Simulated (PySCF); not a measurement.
Compound: C6H13PS.
Atom-mapped SMILES: `[CH2:1]=[CH:2][P@@:3]([CH3:4])(=[S:5])[CH:6]([CH3:7])[CH3:8]` (hydrogens: H9, H10 on C1; H11 on C2; H12, H13, H14 on C4; H15 on C6; H16, H17, H18 on C7; H19, H20, H21 on C8)

Structure used (PBE0-D3(BJ)/def2-SVP), in Å, numbered top down from 1:
```xyz
21
C6H13PS angstrom
C      2.5951   -1.0744   -0.8660
C      1.8803   -0.5024    0.1024
P      0.4210    0.5088   -0.2762
C      0.7599    2.0789    0.5847
S      0.0396    0.7078   -2.1839
C     -0.9405   -0.2925    0.6891
C     -1.1690   -1.7053    0.1671
C     -2.2058    0.5540    0.6175
H      2.2996   -0.9345   -1.9130
H      3.4767   -1.6843   -0.6477
H      2.1474   -0.6209    1.1604
H      0.9417    1.9182    1.6584
H     -0.0945    2.7546    0.4437
H      1.6456    2.5326    0.1192
H     -0.5754   -0.3323    1.7325
H     -0.2686   -2.3303    0.2604
H     -1.9841   -2.1909    0.7256
H     -1.4467   -1.6722   -0.8980
H     -2.4993    0.7072   -0.4327
H     -2.0773    1.5420    1.0842
H     -3.0320    0.0454    1.1380
```

Computed with PySCF at PBE0/pcSseg-1, non-relativistic, on one gas-phase PBE0-D3(BJ)/def2-SVP geometry that isn't relaxed in the solvent. The solvent is an IEF-PCM continuum (Bondi radii, 1.10 Å for H, scaled by 1.2). Only the electrostatic response of the medium enters.

Gas phase at PBE0/pcSseg-1: HOMO -6.30 eV, LUMO -0.73 eV, dipole 4.51 D.

**Question.** What does the continuum do to the energy, the frontier levels and the dipole at PBE0/pcSseg-1 in chloroform and dimethylsulfoxide?

**Answer.** 
| solvent | ε | E(solvent) − E(gas) (kcal/mol) | polarisation term (kcal/mol) | distortion of the solute (kcal/mol) | HOMO (eV) | LUMO (eV) | dipole (D) |
| --- | --- | --- | --- | --- | --- | --- | --- |
| chloroform | 4.711 | -5.78 | -7.02 | 1.24 | -6.60 | -0.62 | 6.05 |
| dimethylsulfoxide | 46.83 | -8.42 | -11.24 | 2.82 | -6.77 | -0.59 | 6.87 |

The first energy column is the sum of the next two and covers electrostatics alone. From chloroform to dimethylsulfoxide the lowering changes by a factor 1.46, Onsager's factor (ε − 1)/(2ε + 1) by 1.36 and ε itself by 9.9.

**Question.** Which radius a makes the point-dipole formula ΔE = −[(ε − 1)/(2ε + 1)]·μ²/a³ give the value in dimethylsulfoxide, with the gas-phase dipole?

**Answer.** μ = 1.775 au and |ΔE| = 0.01342 Eh give a = 2.56 Å; the farthest nucleus lies 3.95 Å from the centroid of the nuclei, so such a sphere wouldn't even hold the nuclei. The formula assumes a rigid point dipole at the centre of a sphere.

**Question.** Give the dipole vector in the frame of the coordinates (D, pointing from negative to positive charge), gas and dimethylsulfoxide.

**Answer.** Gas (0.89, -0.71, 4.36), solvent (1.27, -0.86, 6.69). Its length changes by +52 % and its direction by 2°.

**Question.** Which IAO charges (PBE0/pcSseg-1) respond most in chloroform (means over atoms taken as equivalent)?

**Answer.** 
```
      atoms                     environment  gas (e)  solvent (e)  change
         S5              sulfur bonded to P   -0.643       -0.701  -0.058
        H11                vinylic hydrogen   +0.152       +0.166  +0.014
        H15                methine hydrogen   +0.133       +0.147  +0.014
        H10                vinylic hydrogen   +0.157       +0.166  +0.009
H12/H13/H14                 methyl hydrogen   +0.166       +0.172  +0.006
         C1            terminal =CH2 carbon   -0.251       -0.257  -0.006
         P3  phosphorus bonded to 3 C and S   +1.090       +1.096  +0.006
         H9                vinylic hydrogen   +0.170       +0.164  -0.006
```

**Question.** Which Mayer bond orders change most in chloroform?

**Answer.** 
| bond | length (Å) | gas | solvent | change |
| --- | --- | --- | --- | --- |
| P3–S5 | 1.956 | 1.699 | 1.605 | -0.094 |
| C2–P3 | 1.815 | 0.868 | 0.889 | +0.021 |
| P3–C4 | 1.822 | 0.961 | 0.981 | +0.020 |
| P3–C6 | 1.851 | 0.869 | 0.881 | +0.012 |
| C1–C2 | 1.333 | 1.967 | 1.958 | -0.009 |
| C4–H13 | 1.098 | 0.941 | 0.936 | -0.005 |
| C1–H9 | 1.097 | 0.931 | 0.935 | +0.004 |
| C4–H12 | 1.101 | 0.928 | 0.924 | -0.004 |

**Question.** How do the nuclear quadrupole coupling constants eQVzz/h respond in chloroform?

**Answer.** 
```json
{"nucleus": "33S at S5", "Q (barn)": "-0.06781", "gas (MHz)": "-37.06", "solvent (MHz)": "-35.95", "η gas": "0.06", "η solvent": "0.06"}
```
